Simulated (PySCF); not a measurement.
Give a PBE0-D3(BJ)/def2-SVP geometry of `CC[SiH2]C`.

Z-matrix in Å and degrees, rows numbered from 1:
```
C 
C   1  1.5261
Si  2  1.8880  1  114.32
C   3  1.8809  2  111.62  1  -177.17
H   1  1.1016  2  111.89  3   179.71
H   1  1.1017  2  111.54  3    59.50
H   1  1.1018  2  111.53  3   -60.17
H   2  1.1046  1  110.50  3  -121.63
H   2  1.1045  1  110.46  3   121.86
H   3  1.5002  2  109.39  1    61.22
H   3  1.4999  2  109.12  1   -55.71
H   4  1.1011  3  111.19  2   -60.83
H   4  1.1013  3  110.75  2    59.30
H   4  1.1005  3  110.93  2   179.06
```

The 4 heavy atoms lie in one plane (0.019 Å rms). Si3 (SiH2 silicon) is tetrahedral (angles from 107.2° to 111.6°).

Method: PBE0-D3(BJ)/def2-SVP geometry optimisation, gas phase in PySCF 2.14.0.

Point group: near Cs, missed by 0.09 Å at most; the miss may be what the optimiser left on a soft mode. PBE0-D3(BJ)/def2-SVP frequencies: not computed here. One conformer, not necessarily the lowest (C1–C2–Si3–C4 -177°).
